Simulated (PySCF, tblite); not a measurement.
Isomers of C2H7OSi2 (doublet state), one GFN2-xTB conformer each. Single-point energies are computed at B3LYP/pcH-1 (PySCF, gas phase, no added dispersion term), electronic only. GFN2-xTB treats the open shell by occupation alone, and not every SCF solution was tested for stability.

```
                SMILES  GFN2-xTB relative energy (kcal/mol)
    C[SiH2]C(=O)[SiH2]                                  0.0
[CH2][SiH2]C(=O)[SiH3]                                 19.9
     C[SiH]C(=O)[SiH3]                                  0.1
```

Conformers: `[CH3:1][SiH2:2][C:3](=[O:4])[SiH2:5]` (doublet state) with C1–Si2–C3–O4 180°; `[CH2:1][SiH2:2][C:3](=[O:4])[SiH3:5]` (doublet state) with H–C1–Si2–C3 -82° and 84°, C1–Si2–C3–O4 -89°; `[CH3:1][SiH:2][C:3](=[O:4])[SiH3:5]` (doublet state) with C1–Si2–C3–O4 179°.

Task: What does B3LYP/pcH-1 give for the same structures?

Result: 
```tsv
SMILES	B3LYP/pcH-1 E (Eh)	B3LYP/pcH-1 (kcal/mol)	GFN2-xTB (kcal/mol)	point group
C[SiH]C(=O)[SiH3]	-734.60068	0.0	0.1	near Cs
C[SiH2]C(=O)[SiH2]	-734.60067	0.0	0.0	Cs
[CH2][SiH2]C(=O)[SiH3]	-734.57665	15.1	19.9	C1
```

GFN2-xTB puts C[SiH2]C(=O)[SiH2] lowest instead; measured from each level's own lowest isomer, the values differ by up to 4.8 kcal/mol ([CH2][SiH2]C(=O)[SiH3]: 19.9 against 15.1). Neighbours under 5.0 kcal/mol apart (C[SiH]C(=O)[SiH3] and C[SiH2]C(=O)[SiH2]) can change places with a better method, another conformer or zero-point energy.

Task: What happens when harmonic zero-point energies from GFN2-xTB frequencies are added?

Result: 
```json
{"SMILES": "C[SiH]C(=O)[SiH3]", "ZPE (kcal/mol)": "47.4", "electronic (kcal/mol)": "0.0", "with ZPE (kcal/mol)": "0.0"}
{"SMILES": "C[SiH2]C(=O)[SiH2]", "ZPE (kcal/mol)": "47.5", "electronic (kcal/mol)": "0.0", "with ZPE (kcal/mol)": "0.1"}
{"SMILES": "[CH2][SiH2]C(=O)[SiH3]", "ZPE (kcal/mol)": "44.3", "electronic (kcal/mol)": "15.1", "with ZPE (kcal/mol)": "12.0"}
```

The zero-point energies span 3.2 kcal/mol. The order is unchanged.

Task: As an exercise, what shares would exp(−E/RT) give at 2000 K from these electronic energies alone (no entropy, no degeneracies)?

Result: RT = 3.974 kcal/mol: C[SiH]C(=O)[SiH3] 49.5 %, C[SiH2]C(=O)[SiH2] 49.4 %, [CH2][SiH2]C(=O)[SiH3] 1.1 %.
